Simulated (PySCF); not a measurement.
These 5 structures share the formula C5H8Si. Method: PBE0-D3(BJ)/def2-SVP geometry optimisation, gas phase in PySCF 2.14.0. Energies are electronic, without zero-point or thermal terms, for one conformer each. No frequencies were run at this level. Point groups hold within 0.08 Å.

Problem. Order them by energy at this level, lowest first, and give relative energies in kcal/mol.
A. `[CH:1]#[C:2][C@H:3]1[CH2:4][CH2:5][SiH2:6]1` with C2–C3–C4–C5 150°, C3–C4–C5–Si6 -24°, C4–C5–Si6–C3 20°, C2–C3–Si6–C5 -142°
B. `[CH:1]#[C:2][CH:3]1[CH2:4][SiH2:5][CH2:6]1` with C2–C3–C4–Si5 -149°, C3–C4–Si5–C6 19°, C4–Si5–C6–C3 -19°, C2–C3–C6–Si5 149°
C. `CC1=C[SiH2]C=C1`
D. `[CH:1]#[C:2][CH2:3][C:4](=[CH2:5])[SiH3:6]` with C2–C3–C4–C5 -130°
E. `[SiH3:1][CH2:2][CH:3]=[C:4]1[CH:5]=[CH:6]1` with Si1–C2–C3–C4 103°

Solution. C (0.0), A (37.5), B (38.7), D (49.4), E (59.7).

As drawn, the highest has a three-membered ring, which the lowest lacks. Neighbours under 2.5 kcal/mol apart (C#C[C@H]1CC[SiH2]1 and C#CC1C[SiH2]C1) can change places with a better method, another conformer or zero-point energy.

```tsv
SMILES	E (Eh)	E rel (kcal/mol)	dipole (D)	point group	A, B, C (MHz)
CC1=C[SiH2]C=C1	-484.22312	0.0	1.10	Cs	6033, 2344, 1740
C#C[C@H]1CC[SiH2]1	-484.16329	37.5	1.16	C1	6000, 1952, 1595
C#CC1C[SiH2]C1	-484.16151	38.7	0.38	Cs	8390, 1684, 1508
C#CCC(=C)[SiH3]	-484.14439	49.4	0.83	C1	3933, 2044, 1473
[SiH3]CC=C1C=C1	-484.12797	59.7	2.55	C1	8336, 1263, 1227
```
